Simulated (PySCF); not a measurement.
Simulation results for Ge2H5N2, Ge2H6N2, GeH4N2Si, AlGeH2NO and others

Calculation on a computer-drawn molecule: the log of a Hartree-Fock and frozen-core CCSD(T) single point meant for a local Hartree-Fock minimum, with one planted fault or none, to be diagnosed. Offsets are logged minus clean, where the clean run is the same molecule without the fault. The reference is restricted for singlets and unrestricted otherwise, and also for a bond in bohr or an excited solution. Adding or removing an electron swaps singlet and doublet. The excited solution moves the top pair (singlet) or top alpha electron (doublet) to the lowest empty orbital. Highest occupied and lowest empty are orbital energies over both spins, largest force is the largest gradient component, triples share is (T) over the correlation energy, the T1 limit is 0.02 restricted and 0.045 unrestricted, electrons count all cores, a negative frequency is imaginary (commonest isotopes), and the dipole is about the centre of nuclear charge; on germanium a core potential holds 10 electrons, which the energies leave out, and 3d is frozen in MP2 and coupled-cluster steps. Program: PySCF 2.14.0.

Common to all runs: meant multiplicity 1; meant basis and core potential on germanium cc-pVDZ-PP ECP10MDF; logged SCF converged yes; logged CC converged yes; logged SCF stable within its kind yes; possible faults no fault, one electron removed, one electron added, multiplicity raised by two, geometry at a saddle point, SCF held on an excited solution, minimal basis STO-3G, one bond length entered in bohr, all coordinates scaled.

(1) 
```xyz
9
formula=Ge2H5N2 meant_charge=1 meant_basis=cc-pVDZ logged_electrons=82 logged_basis_functions=99 logged_spin_squared=0 logged_highest_occupied=-13.953 logged_lowest_empty=-4.8171 logged_largest_force=2.068e-05 logged_lowest_frequency=83.616 logged_T1_diagnostic=0.025692 logged_D1_diagnostic=0.088994 logged_triples_share=0.037532 logged_dipole_magnitude=7.5507 logged_energy_HF=-698.25015 logged_energy_CCSD(T)=-698.82452 planted_fault=no_fault HF_energy_offset_from_clean_run=0 CCSD(T)_energy_offset_from_clean_run=0
N     -0.8443     1.3873    -2.0749
Ge    -1.7190     1.2741    -0.6735
N     -1.1457     0.3667     0.9096
Ge     0.3295    -0.4926     1.2230
H      0.0657     0.9630    -2.1518
H     -3.0757     1.8215    -0.3413
H     -1.7999     0.3919     1.6795
H      0.5292    -1.1226     2.5773
H      1.3488    -0.5691     0.1185
```

Units: logged_highest_occupied, logged_lowest_empty in eV; logged_largest_force in hartree/bohr; logged_lowest_frequency in cm⁻¹; logged_dipole_magnitude in debye; logged_energy_HF, logged_energy_CCSD(T) in hartree; HF_energy_offset_from_clean_run, CCSD(T)_energy_offset_from_clean_run in kcal/mol.

Drawn bonds:
```
atom  other atom  order
   1           2      2
   2           3      1
   3           4      1
   1           5      1
   2           6      1
   3           7      1
   4           8      1
   4           9      1
```

Notes: T1 above single-reference limit.

(2) 
```xyz
10
formula=Ge2H6N2 meant_charge=0 meant_basis=cc-pVDZ logged_electrons=84 logged_basis_functions=104 logged_spin_squared=0 logged_highest_occupied=-9.2143 logged_lowest_empty=2.8193 logged_largest_force=5.605e-06 logged_lowest_frequency=58.631 logged_T1_diagnostic=0.018128 logged_D1_diagnostic=0.067861 logged_triples_share=0.032882 logged_dipole_magnitude=3.3347 logged_energy_HF=-699.10078 logged_energy_CCSD(T)=-699.70029 planted_fault=no_fault HF_energy_offset_from_clean_run=0 CCSD(T)_energy_offset_from_clean_run=0
N      1.6560     1.5152    -1.7974
Ge     1.8513     0.8732    -0.2545
N      1.6688    -0.8933    -0.0106
Ge     1.8095    -1.9303     1.5107
H      1.7821     2.5175    -1.8110
H      2.1755     1.5080     1.0951
H      1.4528    -1.3855    -0.8616
H      2.9263    -2.9623     1.3378
H      0.4850    -2.6492     1.7771
H      2.1385    -0.9766     2.6588
```

Units: logged_highest_occupied, logged_lowest_empty in eV; logged_largest_force in hartree/bohr; logged_lowest_frequency in cm⁻¹; logged_dipole_magnitude in debye; logged_energy_HF, logged_energy_CCSD(T) in hartree; HF_energy_offset_from_clean_run, CCSD(T)_energy_offset_from_clean_run in kcal/mol.

Drawn bonds:
```
atom  other atom  order
   1           2      2
   2           3      1
   3           4      1
   1           5      1
   2           6      1
   3           7      1
   4           8      1
   4           9      1
   4          10      1
```

(3) 
```xyz
8
formula=GeH4N2Si meant_charge=0 meant_basis=cc-pV(D+d)Z logged_electrons=64 logged_basis_functions=94 logged_spin_squared=1.1555 logged_highest_occupied=-8.416 logged_lowest_empty=1.1701 logged_largest_force=0.042905 logged_T1_diagnostic=0.067683 logged_D1_diagnostic=0.25253 logged_triples_share=0.043653 logged_dipole_magnitude=3.3148 logged_energy_HF=-693.35522 logged_energy_CCSD(T)=-693.91875 planted_fault=one_bond_length_entered_in_bohr,row_4_of_the_drawn_bonds HF_energy_offset_from_clean_run=76 CCSD(T)_energy_offset_from_clean_run=85.8
N     -1.0918     3.2666    -0.6604
Ge    -0.2750     2.0985     0.2198
N     -0.3627     1.6644     1.9991
Si    -1.2961     2.3098     3.3048
H     -2.3117     4.3107     0.3708
H      0.7341     1.1779    -0.4420
H      0.2532     0.9083     2.2513
H     -2.0229     3.3585     2.4821
```

Units: logged_highest_occupied, logged_lowest_empty in eV; logged_largest_force in hartree/bohr; logged_dipole_magnitude in debye; logged_energy_HF, logged_energy_CCSD(T) in hartree; HF_energy_offset_from_clean_run, CCSD(T)_energy_offset_from_clean_run in kcal/mol.

Drawn bonds:
```
atom  other atom  order
   1           2      2
   2           3      1
   3           4      1
   1           5      1
   2           6      1
   3           7      1
   4           8      1
```

Notes: T1 above single-reference limit.

(4) 
```xyz
6
formula=AlGeH2NO meant_charge=0 meant_basis=cc-pV(D+d)Z logged_electrons=61 logged_basis_functions=84 logged_spin_squared=0.9596 logged_highest_occupied=-12.31 logged_lowest_empty=-7.4348 logged_largest_force=0.065426 logged_T1_diagnostic=0.056254 logged_D1_diagnostic=0.20344 logged_triples_share=0.039397 logged_dipole_magnitude=13.917 logged_energy_HF=-665.49243 logged_energy_CCSD(T)=-666.00215 planted_fault=one_electron_removed HF_energy_offset_from_clean_run=187.1 CCSD(T)_energy_offset_from_clean_run=204.2
N     -0.6595     0.6680     2.2933
Ge    -1.6275     0.6442     0.9266
O     -1.7013     1.7880    -0.3910
Al    -1.6915     2.9623    -1.6247
H     -0.0390     1.4636     2.3429
H     -2.6269    -0.4593     0.6583
```

Units: logged_highest_occupied, logged_lowest_empty in eV; logged_largest_force in hartree/bohr; logged_dipole_magnitude in debye; logged_energy_HF, logged_energy_CCSD(T) in hartree; HF_energy_offset_from_clean_run, CCSD(T)_energy_offset_from_clean_run in kcal/mol.

Drawn bonds:
```
atom  other atom  order
   1           2      2
   2           3      1
   3           4      1
   1           5      1
   2           6      1
```

Notes: T1 above single-reference limit.

(5) 
```xyz
6
formula=AlGeH2NO meant_charge=0 meant_basis=cc-pV(D+d)Z logged_electrons=62 logged_basis_functions=84 logged_spin_squared=0 logged_highest_occupied=-8.8593 logged_lowest_empty=1.3955 logged_largest_force=1.509e-05 logged_lowest_frequency=72.412 logged_T1_diagnostic=0.022317 logged_D1_diagnostic=0.064876 logged_triples_share=0.034424 logged_dipole_magnitude=2.7958 logged_energy_HF=-665.79057 logged_energy_CCSD(T)=-666.32757 planted_fault=no_fault HF_energy_offset_from_clean_run=0 CCSD(T)_energy_offset_from_clean_run=0
N     -0.6595     0.6680     2.2933
Ge    -1.6275     0.6442     0.9266
O     -1.7013     1.7880    -0.3910
Al    -1.6915     2.9623    -1.6247
H     -0.0390     1.4636     2.3429
H     -2.6269    -0.4593     0.6583
```

Units: logged_highest_occupied, logged_lowest_empty in eV; logged_largest_force in hartree/bohr; logged_lowest_frequency in cm⁻¹; logged_dipole_magnitude in debye; logged_energy_HF, logged_energy_CCSD(T) in hartree; HF_energy_offset_from_clean_run, CCSD(T)_energy_offset_from_clean_run in kcal/mol.

Drawn bonds:
```
atom  other atom  order
   1           2      2
   2           3      1
   3           4      1
   1           5      1
   2           6      1
```

Notes: T1 above single-reference limit.

(6) 
```xyz
7
formula=ClGeH3N2 meant_charge=0 meant_basis=cc-pV(D+d)Z logged_electrons=66 logged_basis_functions=89 logged_spin_squared=2.013 logged_highest_occupied=-5.4902 logged_lowest_empty=0.42904 logged_largest_force=0.16836 logged_T1_diagnostic=0.031581 logged_D1_diagnostic=0.17334 logged_triples_share=0.02656 logged_dipole_magnitude=4.3022 logged_energy_HF=-863.42017 logged_energy_CCSD(T)=-863.99336 planted_fault=multiplicity_raised_by_two HF_energy_offset_from_clean_run=69.35 CCSD(T)_energy_offset_from_clean_run=98.43
N     -1.6258    -2.4945     0.8972
Ge    -0.8058    -2.4246    -0.5646
N     -0.3832    -1.1574    -1.7424
Cl     0.0786    -4.2028    -1.3365
H     -1.9917    -1.5867     1.1559
H     -0.8704    -0.2816    -1.7270
H     -0.0640    -1.4134    -2.6574
```

Units: logged_highest_occupied, logged_lowest_empty in eV; logged_largest_force in hartree/bohr; logged_dipole_magnitude in debye; logged_energy_HF, logged_energy_CCSD(T) in hartree; HF_energy_offset_from_clean_run, CCSD(T)_energy_offset_from_clean_run in kcal/mol.

Drawn bonds:
```
atom  other atom  order
   1           2      2
   2           3      1
   2           4      1
   1           5      1
   3           6      1
   3           7      1
```
